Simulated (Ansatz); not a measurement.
C$_{2}$H$_{6}$Al, charge +1, singlet, geometry from GFN2-xTB (such geometries of metal compounds can be far from the true shape). Base run: CAM-B3LYP/def2-SV(P) (Ansatz, a first-principles code).

Ansatz was given this input:
Ansatz 0.2 input:
```yaml
crystal:
  periodic: [false, false, false]
  atoms:
    - {symbol: Al, position_ang: [-0.00000000, 0.00000000, -0.00000000]}
    - {symbol: C, position_ang: [1.50720605, 0.20042735, -1.23909353]}
    - {symbol: H, position_ang: [2.19275998, -0.66045124, -1.17828475]}
    - {symbol: H, position_ang: [2.09155963, 1.10777030, -1.01536712]}
    - {symbol: H, position_ang: [1.16035750, 0.27671081, -2.28248740]}
    - {symbol: C, position_ang: [-1.50720605, -0.20042735, 1.23909353]}
    - {symbol: H, position_ang: [-2.07340287, -1.12374067, 1.03486934]}
    - {symbol: H, position_ang: [-2.20884983, 0.64552472, 1.15629899]}
    - {symbol: H, position_ang: [-1.16242441, -0.24581393, 2.28497092]}
basis:
  gaussian:
    orbitals: def2-SV_P_.json
hamiltonian:
  xc: cam_b3lyp
total_charge: 1
```
The basis file holds def2-SV(P) in the JSON format of the Basis Set Exchange.

Each row names what was changed in the base input (with any setting that the change needs).

```
change                                ΔE vs base (eV)
------------------------------------  ---------------
base                                             0.00
occupation = up:A:8 B:7 down:A:8 B:7             0.00
symmetry_tolerance_ang = 0.01                    0.00
occupation = up:A:7 B:8 down:A:7 B:8            17.75
occupation = up:A:9 B:6 down:A:9 B:6            13.37
```
